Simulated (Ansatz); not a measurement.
Z-matrix (Å, degrees):
```
C
Si 1 1.854
H 1 1.092 2 111.5
H 1 1.093 2 108.7 3 -119.0
H 1 1.092 2 110.8 3 121.6
Cl 2 2.054 1 108.8 3 57.2
S 2 2.142 1 114.0 3 -66.3
H 2 1.480 1 112.6 3 175.5
Si 7 2.119 2 102.1 1 33.2
Cl 9 2.052 7 112.8 2 58.3
H 9 1.478 7 105.7 2 177.1
H 9 1.479 7 111.7 2 -61.6
```

The species carries charge 0 and has multiplicity 1.

List the ωB97M-V/def2-TZVPP orbital energies in eV (Ansatz 0.2.0). (Estimate.)

Ansatz gave: Occupied: -2772.11, -2771.87, -2426.85, -1808.67, -1808.54, -281.55, -262.52, -262.28, -220.89, -199.99, -199.87, -199.86, -199.75, -199.63, -199.63, -163.96, -163.92, -163.84, -149.60, -149.45, -103.76, -103.71, -103.67, -103.61, -103.57, -103.52, -26.13, -25.89, -23.51, -22.72, -18.06, -16.77, -14.86, -14.73, -13.69, -13.53, -13.38, -13.03, -12.58, -12.35, -11.63, -11.46, -11.03, -10.86, -10.11. Lowest empty: 1.58, 1.80, 2.11, 2.34, 2.70, 3.02, 3.51, 3.72.
